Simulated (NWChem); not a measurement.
System: CH3BF2O; SMILES OB(F)CF

The following NWChem deck was run.

```
start job
memory heap 200 mb stack 900 mb global 1100 mb
geometry units angstroms noautosym nocenter noautoz
  O      1.346020    -0.645459    -0.000255
  B      0.006817    -0.595758    -0.000283
  F     -0.685173    -1.728035     0.000424
  C     -0.749281     0.793767    -0.001367
  F      0.187262     1.818384     0.000696
  H      1.703675     0.253078    -0.000499
  H     -1.398498     0.900339    -0.888851
  H     -1.402391     0.900083     0.883252
end
basis spherical
  * library cc-pvtz
end
dft
  xc xpbe96 cpbe96
  iterations 150
  semidirect filesize 400000000
end
property
  efieldgrad
end
task dft property
```

Output (shortened):

```
             Northwest Computational Chemistry Package (NWChem) 7.3.0
             --------------------------------------------------------

                             Geometry "geometry" -> ""
                             -------------------------

 Output coordinates in angstroms (scale by  1.889725989 to convert to a.u.)

  No.       Tag          Charge          X              Y              Z
 ---- ---------------- ---------- -------------- -------------- --------------
    1 O                    8.0000     1.34602000    -0.64545900    -0.00025500
    2 B                    5.0000     0.00681700    -0.59575800    -0.00028300
    3 F                    9.0000    -0.68517300    -1.72803500     0.00042400
    4 C                    6.0000    -0.74928100     0.79376700    -0.00136700
    5 F                    9.0000     0.18726200     1.81838400     0.00069600
    6 H                    1.0000     1.70367500     0.25307800    -0.00049900
    7 H                    1.0000    -1.39849800     0.90033900    -0.88885100
    8 H                    1.0000    -1.40239100     0.90008300     0.88325200

 Effective nuclear repulsion energy (a.u.)     167.8789630130

  pbe96 is a nonlocal functional; adding pw91lda local functional.
                              NWChem Property Module
                              ----------------------

  itol2e modified to match energy
  convergence criterion.

                                 NWChem DFT Module
                                 -----------------

 Summary of "ao basis" -> "ao basis" (spherical)
 ------------------------------------------------------------------------------
       Tag                 Description            Shells   Functions and Types
 ---------------- ------------------------------  ------  ---------------------
 O                          cc-pvtz                 10       30   4s3p2d1f
 B                          cc-pvtz                 10       30   4s3p2d1f
 F                          cc-pvtz                 10       30   4s3p2d1f
 C                          cc-pvtz                 10       30   4s3p2d1f
 H                          cc-pvtz                  6       14   3s2p1d

  itol2e modified to match energy
  convergence criterion.

            General Information
            -------------------
          SCF calculation type: DFT
          Wavefunction type:  closed shell.
          No. of atoms     :     8
          No. of electrons :    40
           Alpha electrons :    20
            Beta electrons :    20
          Charge           :     0
          Spin multiplicity:     1
          Use of symmetry is: off; symmetry adaption is: off
          Maximum number of iterations: 150
          AO basis - number of functions:   192
                     number of shells:    68
          Convergence on energy requested:  1.00D-07
          Convergence on density requested:  1.00D-05
          Convergence on gradient requested:  5.00D-04

              XC Information
              --------------
          PerdewBurkeErnzerhof Exchange Functional  1.000
            Perdew 1991 LDA Correlation Functional  1.000 local
           PerdewBurkeErnz. Correlation Functional  1.000 non-local

             Grid Information
             ----------------
          Grid used for XC integration:  fine
          Radial quadrature: Mura-Knowles
          Angular quadrature: Lebedev.
          Tag              B.-S. Rad. Rad. Pts. Rad. Cut. Ang. Pts.
          ---              ---------- --------- --------- ---------
          O                   0.60       70          10.0       590
          B                   0.85       70           9.0       590
          F                   0.50       70          10.0       590
          C                   0.70       70           9.0       590
          H                   0.35       60          10.0       590
          Grid pruning is: on
          Number of quadrature shells:   530
          Spatial weights used:  Erf1

      Superposition of Atomic Density Guess
      -------------------------------------

 Sum of atomic energies:        -337.30889826

      Non-variational initial energy
      ------------------------------

 Total energy =    -339.062882
 1-e energy   =    -799.116184
 2-e energy   =     292.174338
 HOMO         =      -0.379866
 LUMO         =       0.072350

------------------------------------------------------------
EAF file 0: "./job.aoints.0" size=525860864 bytes
------------------------------------------------------------
               write      read    awrite     aread      wait
               -----      ----    ------     -----      ----
     calls:     1003         0         0         0         0
   data(b): 5.26e+08  0.00e+00  0.00e+00  0.00e+00
   time(s): 0.00e+00  0.00e+00  0.00e+00  0.00e+00  0.00e+00
rate(mb/s): 0.00e+00  0.00e+00
------------------------------------------------------------

   convergence    iter        energy       DeltaE   RMS-Dens  Diis-err
 ---------------- ----- ----------------- --------- --------- ---------
 d= 0,ls=0.0,diis     1   -339.4190973794 -5.07D+02  6.28D-03  1.47D+00
 d= 0,ls=0.0,diis     2   -339.1880316828  2.31D-01  3.73D-03  4.25D+00
 d= 0,ls=0.0,diis     3   -339.5479077483 -3.60D-01  6.58D-04  8.38D-02
 d= 0,ls=0.0,diis     4   -339.5523480640 -4.44D-03  3.49D-04  2.10D-02
 d= 0,ls=0.0,diis     5   -339.5538459329 -1.50D-03  1.09D-04  3.59D-03
  Resetting Diis
 d= 0,ls=0.0,diis     6   -339.5541212339 -2.75D-04  3.04D-05  6.30D-05
 d= 0,ls=0.0,diis     7   -339.5541267932 -5.56D-06  1.84D-05  8.68D-06
 d= 0,ls=0.0,diis     8   -339.5541257972  9.96D-07  1.15D-05  2.01D-05
 d= 0,ls=0.0,diis     9   -339.5541276088 -1.81D-06  1.43D-06  4.73D-07
 d= 0,ls=0.0,diis    10   -339.5541276459 -3.71D-08  3.41D-07  2.85D-08

         Total DFT energy =     -339.554127645909
      One electron energy =     -802.419767417188
           Coulomb energy =      334.811149055237
    Exchange-Corr. energy =      -39.824472296969
 Nuclear repulsion energy =      167.878963013012

 Numeric. integr. density =       39.999999705514

                       DFT Final Molecular Orbital Analysis
                       ------------------------------------

 Vector   18  Occ=2.000000D+00  E=-3.214134D-01
              MO Center=  9.2D-01, -6.9D-01, -2.2D-04, r^2= 1.6D+00
   Bfn.  Coefficient  Atom+Function         Bfn.  Coefficient  Atom+Function
  ----- ------------  ---------------      ----- ------------  ---------------
    10      0.379369  1 O  pz                 7      0.319971  1 O  pz
    13      0.290426  1 O  pz                70     -0.188982  3 F  pz
    67     -0.164488  3 F  pz                73     -0.149634  3 F  pz
   130     -0.087969  5 F  pz                40      0.085426  2 B  pz
    37      0.078176  2 B  pz               127     -0.076017  5 F  pz

 Vector   19  Occ=2.000000D+00  E=-3.061338D-01
              MO Center= -3.3D-01,  1.3D+00, -4.5D-04, r^2= 1.8D+00
   Bfn.  Coefficient  Atom+Function         Bfn.  Coefficient  Atom+Function
  ----- ------------  ---------------      ----- ------------  ---------------
   130      0.351059  5 F  pz               127      0.306303  5 F  pz
   133      0.292061  5 F  pz               166      0.220088  7 H  s
   180     -0.220126  8 H  s                 97     -0.156628  4 C  pz
   100     -0.147391  4 C  pz               167      0.140201  7 H  s
   181     -0.140309  8 H  s                165      0.106944  7 H  s

[...]

          -----------------------
          Electric field gradient
          -----------------------

 1 a.u. = 0.324123 10**(16) esu/cm**3  ( or statvolts/cm**2 ) = 0.97174 10**(22) v/m**2

 ------------------------------------------------------------
   Atom      X         Y         Z
 ------------------------------------------------------------
    1 O    2.54361  -1.21974  -0.00048
 ------------------------------------------------------------

 Electric field gradient in molecular frame (a.u.)
         XX             YY             ZZ             XY             XZ             YZ
 ------------------------------------------------------------------------------------------
       -0.159095      -0.407939       0.567033      -0.814103       0.000389       0.000114

 Principal components (a.u.) and orientation
 of principal axis w.r.t. absolute frame                      Asymmetry parameter eta
 --------------------------------------------------------------------------------------
       -1.107073       0.567035       0.540038                       0.024386

        0.651506       0.006341       0.758617
        0.758643      -0.005178      -0.651486
       -0.000203       0.999966      -0.008184

 ------------------------------------------------------------
   Atom      X         Y         Z
 ------------------------------------------------------------
    2 B    0.01288  -1.12582  -0.00053
 ------------------------------------------------------------

 Electric field gradient in molecular frame (a.u.)
         XX             YY             ZZ             XY             XZ             YZ
 ------------------------------------------------------------------------------------------
        0.173905       0.159891      -0.333796      -0.076727       0.000055      -0.000327

 Principal components (a.u.) and orientation
 of principal axis w.r.t. absolute frame                      Asymmetry parameter eta
 --------------------------------------------------------------------------------------
       -0.333796       0.243944       0.089852                       0.461635

       -0.000008       0.738559       0.674189
        0.000661      -0.674189       0.738559
        1.000000       0.000451      -0.000483

 ------------------------------------------------------------
   Atom      X         Y         Z
 ------------------------------------------------------------
    3 F   -1.29479  -3.26551   0.00080
 ------------------------------------------------------------

 Electric field gradient in molecular frame (a.u.)
         XX             YY             ZZ             XY             XZ             YZ
 ------------------------------------------------------------------------------------------
        0.446132      -0.643840       0.197708      -1.046744       0.000591       0.000788

 Principal components (a.u.) and orientation
 of principal axis w.r.t. absolute frame                      Asymmetry parameter eta
 --------------------------------------------------------------------------------------
       -1.278975       1.081266       0.197709                       0.690832

        0.518746       0.854928       0.000251
        0.854928      -0.518746       0.000624
       -0.000664       0.000109       1.000000

 ------------------------------------------------------------
   Atom      X         Y         Z
 ------------------------------------------------------------
    4 C   -1.41594   1.50000  -0.00258
 ------------------------------------------------------------

 Electric field gradient in molecular frame (a.u.)
         XX             YY             ZZ             XY             XZ             YZ
 ------------------------------------------------------------------------------------------
       -0.101996      -0.084703       0.186699      -0.480425      -0.000725      -0.001089

 Principal components (a.u.) and orientation
 of principal axis w.r.t. absolute frame                      Asymmetry parameter eta
 --------------------------------------------------------------------------------------
       -0.573854       0.387154       0.186701                       0.349309

        0.713439      -0.700714      -0.002140
        0.700715       0.713441      -0.000224
        0.001684      -0.001340       0.999998

 ------------------------------------------------------------
   Atom      X         Y         Z
 ------------------------------------------------------------
    5 F    0.35387   3.43625   0.00132
 ------------------------------------------------------------

 Electric field gradient in molecular frame (a.u.)
         XX             YY             ZZ             XY             XZ             YZ
 ------------------------------------------------------------------------------------------
       -0.648618      -0.848160       1.496777      -2.150127      -0.004276      -0.005050

 Principal components (a.u.) and orientation
 of principal axis w.r.t. absolute frame                      Asymmetry parameter eta
 --------------------------------------------------------------------------------------
       -2.900839       1.496789       1.404050                       0.031970

        0.690523       0.002039       0.723307
        0.723309      -0.004024      -0.690513
        0.001502       0.999990      -0.004254

 ------------------------------------------------------------
   Atom      X         Y         Z
 ------------------------------------------------------------
    6 H    3.21948   0.47825  -0.00094
 ------------------------------------------------------------

 Electric field gradient in molecular frame (a.u.)
         XX             YY             ZZ             XY             XZ             YZ
 ------------------------------------------------------------------------------------------
        0.110249      -0.345578       0.235329      -0.243906       0.000065       0.000172

 Principal components (a.u.) and orientation
 of principal axis w.r.t. absolute frame                      Asymmetry parameter eta
 --------------------------------------------------------------------------------------
       -0.451483       0.235329       0.216154                       0.042473

        0.398279      -0.000315       0.917264
        0.917264       0.000429      -0.398279
       -0.000268       1.000000       0.000460

 ------------------------------------------------------------
   Atom      X         Y         Z
 ------------------------------------------------------------
    7 H   -2.64278   1.70139  -1.67968
 ------------------------------------------------------------

 Electric field gradient in molecular frame (a.u.)
         XX             YY             ZZ             XY             XZ             YZ
 ------------------------------------------------------------------------------------------
       -0.003667       0.125137      -0.121470       0.008971      -0.188257       0.037759

 Principal components (a.u.) and orientation
 of principal axis w.r.t. absolute frame                      Asymmetry parameter eta
 --------------------------------------------------------------------------------------
       -0.263119       0.146950       0.116169                       0.116984

        0.586880       0.592383       0.551955
       -0.091796      -0.628625       0.772272
        0.804454      -0.503898      -0.314549

 ------------------------------------------------------------
   Atom      X         Y         Z
 ------------------------------------------------------------
    8 H   -2.65013   1.70091   1.66910
 ------------------------------------------------------------

 Electric field gradient in molecular frame (a.u.)
         XX             YY             ZZ             XY             XZ             YZ
 ------------------------------------------------------------------------------------------
       -0.005318       0.125169      -0.119850       0.009091       0.188790      -0.037662

 Principal components (a.u.) and orientation
 of principal axis w.r.t. absolute frame                      Asymmetry parameter eta
 --------------------------------------------------------------------------------------
       -0.263149       0.146966       0.116183                       0.116982

       -0.590398       0.590187       0.550553
        0.091597      -0.628726       0.772214
        0.801898       0.506342       0.317139
```

Level: PBE/cc-pVTZ. The geometry was optimised at PBE0/def2-SVP. NWChem prints the field gradient with the sign opposite to the second derivative of the potential.
